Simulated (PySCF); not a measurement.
GaH was optimised in PySCF in the def2-SVP basis family (density fitting, no spin–orbit coupling) with several functionals.

One of them gave a singlet of C∞v symmetry with a mean bond of 1.703 Å to Ga, wavenumbers 1537 cm⁻¹ and a HOMO–LUMO gap of 2.48 eV.

**Question.** Which level of theory was it?
A. PBE0
B. B3LYP
C. PBE

**Answer.** C. That is PBE, with Ga–H 1.703 Å. The others give B3LYP 1.692 Å and 1571 cm⁻¹ for the highest mode; PBE0 1.683 Å and 1607 cm⁻¹ for the highest mode.

Each species is the lowest minimum found with this bonding; other isomers or fragments can lie lower.
